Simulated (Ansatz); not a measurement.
cis-Hf(H2O)2Cl4 (HfCl₄O₂H₄), relaxed as a singlet with RKS PBE0-D4/def2-SVP in Ansatz, starting from the GFN2-xTB geometry. Force threshold 0.02 eV/Å.

In the def2 sets Hf takes a core potential; there is no spin–orbit coupling. The relaxation made no stability test and no search for a lower SCF solution. No other spin state of charge 0 was run.

Start:

```xyz
11

Cl   -1.519   -0.030    2.284
Cl    2.096   -0.590    1.669
Cl    0.363    2.224    0.557
Cl   -0.291   -2.296   -0.065
Hf    0.094   -0.099    0.645
O     1.377   -0.170   -1.211
O    -1.647    0.469   -0.674
H     1.283   -1.112   -1.457
H     2.297   -0.040   -0.916
H    -1.595    1.445   -0.623
H    -2.460    0.200   -0.209
```

```json
{"step": "1", "energy (eV)": "-55526.9330", "largest force component (eV/Å)": "1.479", "SCF passes": "15"}
{"step": "2", "energy (eV)": "-55527.2710", "largest force component (eV/Å)": "0.516", "SCF passes": "24"}
{"step": "3", "energy (eV)": "-55527.3176", "largest force component (eV/Å)": "1.060", "SCF passes": "25"}
{"step": "4", "energy (eV)": "-55527.3621", "largest force component (eV/Å)": "0.485", "SCF passes": "20"}
{"step": "5", "energy (eV)": "-55527.3894", "largest force component (eV/Å)": "0.149", "SCF passes": "22"}
{"step": "6", "energy (eV)": "-55527.3930", "largest force component (eV/Å)": "0.151", "SCF passes": "19"}
{"step": "7", "energy (eV)": "-55527.3999", "largest force component (eV/Å)": "0.047", "SCF passes": "20"}
{"step": "8 (rejected)", "energy (eV)": "-55527.3987", "largest force component (eV/Å)": "0.203", "SCF passes": "20"}
{"step": "9", "energy (eV)": "-55527.4010", "largest force component (eV/Å)": "0.009", "SCF passes": "21"}
{"step": "10", "energy (eV)": "-55527.4012", "largest force component (eV/Å)": "0.072", "SCF passes": "20"}
{"step": "11", "energy (eV)": "-55527.4013", "largest force component (eV/Å)": "0.032", "SCF passes": "21"}
{"step": "12", "energy (eV)": "-55527.4015", "largest force component (eV/Å)": "0.003", "SCF passes": "22"}
```

Force components are those of the run's own axes.

End:

```xyz
11

Cl   -1.4073    0.0981    2.6225
Cl    2.0710   -0.8234    1.9752
Cl    0.6652    2.1882    0.4492
Cl   -0.6098   -2.2480   -0.0674
Hf    0.1212   -0.1322    0.8389
O     1.3131   -0.2460   -1.1463
O    -1.5665    0.5231   -0.6091
H     1.5836   -1.1163   -1.4683
H     2.0273    0.3887   -1.2926
H    -1.8785    1.4369   -0.5648
H    -2.3195   -0.0692   -0.7372
```

By distances, no bond broke or formed. The bond that changes most is Cl3–Hf5, from 2.34 to 2.41 Å (atoms count from 1).

The force fell under the threshold at step 9, but the optimiser went on. No frequencies were taken in this run, so the end may be a saddle point.

Hardware: 4 threads of Arm Neoverse V2 on a shared host. Wall time 37 s.
